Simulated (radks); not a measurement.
The numbers below are computed, except where a source is named.
All-electron atom: Hg8+ in [Xe] 4f14 5d4. Code: a radial shooting solver on a logarithmic mesh with Libxc functionals. Model: scalar-relativistic Kohn-Sham, r2SCAN, spin-polarised, spherical densities, finite nucleus; open shells are filled with parallel spins first (spin-orbit coupling, left out, can overturn this in heavy ions); meta-GGA in the generalised Kohn-Sham scheme; Fermi nuclear charge, rms radius 5.4648 fm.

Normalised radial functions P(r) = r R(r), r in bohr:

r	4f down	5d down
0.002183	0.0000	0.0001
0.002865	0.0000	0.0002
0.003791	0.0000	0.0004
0.005016	0.0000	0.0008
0.006584	0.0000	0.0017
0.008711	0.0001	0.0036
0.01143	0.0002	0.0072
0.01513	0.0007	0.0147
0.02002	0.0018	0.0290
0.02628	0.0047	0.0541
0.03477	0.0121	0.0979
0.04563	0.0292	0.1632
0.06038	0.0684	0.2518
0.07989	0.1498	0.3405
0.1049	0.2963	0.3774
0.1387	0.5407	0.2917
0.1821	0.8628	0.0452
0.241	1.2140	-0.3086
0.3188	1.4554	-0.5477
0.4185	1.4591	-0.4408
0.5537	1.2047	0.0486
0.7268	0.8164	0.6501
0.9616	0.4313	1.0330
1.272	0.1697	0.9770
1.67	0.0478	0.6250
2.21	0.0079	0.2604
2.9	0.0007	0.0674
3.838	0.0000	0.0086

4f down: eigenvalue -225.18 eV, 0 radial nodes, <r> = 0.478 bohr, 90 % of the charge inside 0.761 bohr. 5d down (empty): eigenvalue -120.87 eV, 2 radial nodes at r = 0.189, 0.541 bohr, <r> = 1.19 bohr, 90 % of the charge inside 1.73 bohr.
